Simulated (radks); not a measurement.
The numbers below are computed, except where a source is named.
Polarisability of the indium ion In3+, [Kr] 4d10, at imaginary frequency. Level of theory: scalar-relativistic Kohn-Sham, exchange-only LDA, spin-polarised, spherical densities, finite nucleus; Fermi nuclear charge, rms radius 4.6156 fm (a radial shooting solver on a logarithmic mesh with Libxc functionals). Response by self-consistent Sternheimer equations with the Hartree and adiabatic exchange-only LDA kernel, the relativistic mass of each level held fixed and spin-orbit coupling left out.

w (hartree)  alpha1(iw) (bohr^3)  alpha2(iw) (bohr^5)
0.00266                    3.625                10.50
0.0143                     3.624                10.49
0.0360                     3.622                10.47
0.0697                     3.614                10.41
0.118                      3.595                10.25
0.186                      3.553                9.913
0.280                      3.469                9.317
0.413                      3.311                8.405
0.605                      3.044                7.231
0.892                      2.634                5.924
1.35                       2.078                4.570
2.12                       1.417                3.179
3.59                      0.7643                1.820
6.94                      0.2894               0.7230
17.5                     0.06652               0.1445

Static values: alpha1 = 3.625 bohr^3 (0.5372 angstrom^3; uncoupled 5.486), alpha2 = 10.50 bohr^5, alpha3 = 39.55 bohr^7. C6 = 16.14, C8 = 196.9, triple-dipole C9 = 41.12 atomic units. One-pole (London) frequency 4 C6 / (3 alpha1^2) = 1.638 hartree, against 1.705 for minus the highest occupied eigenvalue.
